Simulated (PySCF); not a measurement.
Sn(Cl)3(OSiH3) (Cl3H3OSiSn), SMILES [SiH3][O][Sn]([Cl])([Cl])[Cl].

Coordinates come from a B3LYP-D3(BJ)/def2-SVP optimisation. The def2 effective core potentials stand for the cores of Sn; spin–orbit coupling is left out. One conformer was computed; it need not be the lowest.

These are PySCF with C-PCM-B3LYP/def2-SVP values and carry that method's errors.

The values are the electrostatic part of the solvation free energy, E(continuum) − E(gas) at the gas-phase geometry, in a cavity of scaled van der Waals radii (PySCF's table); cavitation and dispersion terms are not included. A continuum can't describe solvent molecules that bind to the metal. In vacuum the orbital gap is 5.29 eV. The dipole moment in vacuum is 0.68 D.

Problem. Estimate the values in water (ε = 78.36), cyclohexanone (ε = 15.62), 1-octanol (ε = 9.86). (The exact figures need the calculation; the answer reports its results.)

Solution. 
```tsv
solvent	ε	ΔG(elec) (kcal/mol)	dipole (D)	gap (eV)
water	78.36	-2.0	0.84	5.25
cyclohexanone	15.62	-1.9	0.83	5.25
1-octanol	9.86	-1.9	0.82	5.26
```
